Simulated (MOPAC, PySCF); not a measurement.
C₅H₉B, SMILES `CC(/C=C/B)=C`, neutral singlet in the gas phase. 

Z-matrix (Å, degrees):
```
C
C 1 1.3447
H 2 1.0858 1 117.99
H 1 1.0863 2 118.11 3 179.99
C 1 1.4592 4 115.09 2 -180.00
C 5 1.3322 1 118.76 4 -0.04
H 6 1.0820 5 121.77 1 -180.00
H 6 1.0823 7 117.10 5 -179.99
C 5 1.4978 6 122.19 7 0.01
H 9 1.0880 5 110.94 6 0.07
H 9 1.0912 10 108.38 5 -122.06
H 9 1.0912 10 108.38 11 -115.88
B 2 1.5233 3 121.27 1 -179.99
H 13 1.1925 2 121.82 3 0.01
H 13 1.1942 14 119.08 2 -179.99
```
Charge 0, spin multiplicity 1.

All levels are single points at this geometry (CAM-B3LYP-D3(BJ)/def2-TZVP); Pople sets use spherical d functions. Orbital energies aren't observables, and empty levels follow the basis.

SVWN5/6-31G* in PySCF gives HOMO (eV) = -6.24.

Task: Estimate the HOMO (eV) from each of these levels: CAM-B3LYP-D3(BJ)/def2-TZVP in PySCF; PBE-D3(BJ)/def2-TZVP in PySCF; B3LYP/3-21G in PySCF; B3LYP/6-311+G** in PySCF; B3LYP/6-31G* in PySCF; BP86/6-31G* in PySCF; PBE/6-31G* in PySCF; HF/3-21G in PySCF; HF/6-31G* in PySCF; AM1 in MOPAC; PM3 in MOPAC; PM6 in MOPAC.

Result: 
```
level                                HOMO (eV)
-----------------------------------  ---------
CAM-B3LYP-D3(BJ)/def2-TZVP in PySCF      -8.43
PBE-D3(BJ)/def2-TZVP in PySCF            -6.37
B3LYP/3-21G in PySCF                     -6.85
B3LYP/6-311+G** in PySCF                 -7.06
B3LYP/6-31G* in PySCF                    -6.75
BP86/6-31G* in PySCF                     -6.15
PBE/6-31G* in PySCF                      -6.06
HF/3-21G in PySCF                        -9.07
HF/6-31G* in PySCF                       -8.97
AM1 in MOPAC                             -9.51
PM3 in MOPAC                             -9.90
PM6 in MOPAC                             -9.62
```
